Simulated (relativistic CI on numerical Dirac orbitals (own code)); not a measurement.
# What each ingredient does to the levels of Mn22+

Base calculation: Dirac-Coulomb-Breit CI, separate exchange-only KLI orbitals for each configuration, a model potential for QED, unscaled Slater integrals.

CI space (outside the closed core 1s2): 2s, 2p, 3s, 3p, 3d, 4s, 4p, 4d, 4f, 5s, 5p, 5d, 5f, 5g. Levels of other configurations are missing.

Variants: (1) one mean potential for all configurations. Shifts of the energy above 2s 2S_1/2, in eV, for the lowest level and the first level of each name with at least 55 % of one term (blank where a level changes its place among those of its configuration and J or its character, or is not in the variant):

| Level | Base | Δ(1) |
| --- | --- | --- |
| 2s 2S_1/2 | 0.00 | 0.00 |
| 2p 2P°_1/2 | 46.60 | +0.04 |
| 2p 2P°_3/2 | 60.04 | +0.03 |
| 3s 2S_1/2 | 1056.14 | 0.00 |
| 3p 2P°_1/2 | 1069.08 | 0.00 |
| 3p 2P°_3/2 | 1073.05 | 0.00 |
| 3d 2D_3/2 | 1077.88 | +0.01 |
| 3d 2D_5/2 | 1079.14 | +0.01 |
| 4s 2S_1/2 | 1419.73 | 0.00 |
| 4p 2P°_1/2 | 1425.05 | 0.00 |
| 4p 2P°_3/2 | 1426.72 | 0.00 |
| 4d 2D_3/2 | 1428.73 | +0.01 |
| 4d 2D_5/2 | 1429.26 | +0.01 |
| 4f 2F°_5/2 | 1429.36 | +0.01 |
| 4f 2F°_7/2 | 1429.63 | +0.01 |
| 5s 2S_1/2 | 1586.57 | +0.01 |
| 5p 2P°_1/2 | 1589.27 | +0.01 |
| 5p 2P°_3/2 | 1590.12 | +0.01 |
| 5d 2D_3/2 | 1591.14 | +0.01 |
| 5d 2D_5/2 | 1591.41 | +0.01 |
| 5f 2F°_5/2 | 1591.47 | +0.01 |
| 5f 2F°_7/2 | 1591.60 | +0.01 |

At this charge energies of transitions that change n are usually good to better than 1 %, and those within a shell (Δn = 0) to a few per cent.

Ionisation energy from the two ground configurations alone: base 1879.66 eV. The NIST ASD value (theoretical) is 1879.87 eV.
